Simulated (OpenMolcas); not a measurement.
**Sn2+: terms and fine structure**

```json
{"Program": "OpenMolcas 26.06", "Method": "CASSCF", "Basis": "ANO-RCC-VTZP [7s6p4d2f1g]", "Scalar Hamiltonian": "DKH2, point nucleus", "Active space": "2 electrons in 8 orbitals (5s 5p 6s 6p)", "State averaging": "2S+1 = 3 even, 3 roots (0 in the spin-orbit step); 2S+1 = 1 even, 1 root; 2S+1 = 3 odd, 3 roots; 2S+1 = 1 odd, 3 roots", "Spin-orbit coupling": "RASSI with atomic mean-field integrals over the reference wave functions, term energies averaged over their components"}
```

With spin-orbit coupling, above the lowest level:

| Configuration | Term | J | E (cm-1) | Measured (cm-1) | g | Term weight % |
| --- | --- | --- | --- | --- | --- | --- |
| 5s2 | 1S | 0 | 0.0 | 0.0 |  | 100 |
| 5s 5p | 3P* | 0 | 50016 | 53548 |  | 100 |
| 5s 5p | 3P* | 1 | 51486 | 55196 | 1.500 | 100 |
| 5s 5p | 3P* | 2 | 54749 | 59229 | 1.501 | 100 |
| 5s 5p | 1P* | 1 | 86237 | 79911 | 1.002 | 100 |

Against the 4 measured excited levels shown (Moore, Atomic Energy Levels, vol. III, NSRDS-NBS 35 (1971 reprint of NBS Circular 467, 1958)) the mean absolute deviation is 4500 cm-1; the largest miss in energy is 5s 5p 1P* 1: computed 86237, measured 79911 cm-1 (+7.9 %).

Some high roots are left out of the spin-orbit mixing, which shifts the levels that they would mix with. Active for correlation alone: 6p 6s; no level in the range computed is led by a configuration that fills them, so any true level of that kind is missing. Measured partners are found by configuration, term and J. A level has none where our copy of the source lacks it or the pairing is in doubt (some pairs that miss far off the trend of their configuration count as doubtful), and it then counts in no deviation. Levels of configurations outside the active space are missing. The first state left out of the spin-orbit step lies near 130000 cm-1 above the lowest spin-free state of the reference (among the parities and spins computed), and the list stops at four fifths of that energy or lower.

The term weight is that of the spin-free term in the level, not the purity of its configuration. * marks odd parity.
